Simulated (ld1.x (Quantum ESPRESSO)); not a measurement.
## An all-electron radial function and its pseudo partner (helium)

Columns: radius, all-electron u(r) and pseudo u(r) of the 1s shell (level -39.13 eV) of helium in the configuration 1s1; PBE, non-relativistic, TM scheme, ld1.x (Quantum ESPRESSO) 7.5.

```csv
r (bohr),all-electron,pseudo
0.035,0.1809,0.1427
0.070,0.3369,0.2821
0.105,0.4708,0.4150
0.140,0.5848,0.5384
0.175,0.6810,0.6495
0.210,0.7615,0.7464
0.245,0.8280,0.8278
0.280,0.8820,0.8931
0.315,0.9250,0.9430
0.350,0.9583,0.9788
0.385,0.9831,1.0025
0.420,1.0004,1.0163
0.455,1.0110,1.0224
0.490,1.0160,1.0230
0.525,1.0159,1.0196
0.560,1.0115,1.0130
0.595,1.0033,1.0037
0.630,0.9919,0.9920
0.665,0.9778,0.9778
0.700,0.9614,0.9614
0.735,0.9431,0.9431
0.770,0.9231,0.9231
0.805,0.9018,0.9018
0.840,0.8795,0.8795
0.875,0.8564,0.8564
0.910,0.8327,0.8327
```

Q: How many radial nodes do the two functions have?

A: The all-electron 1s function has n − l − 1 = 0; the pseudo-wave has 0.

Q: At about which radius was the pseudo-wave matched?

A: 0.70 bohr. The columns agree to 0.0005 from 0.59 bohr on; several derivatives are matched, so the curves merge somewhat inside the radius.

Q: Is the pseudo-wave norm-conserving?

A: Yes: the TM scheme keeps the norm inside the radius equal to the all-electron one, which fixes the energy derivative of the logarithmic derivative at the level.
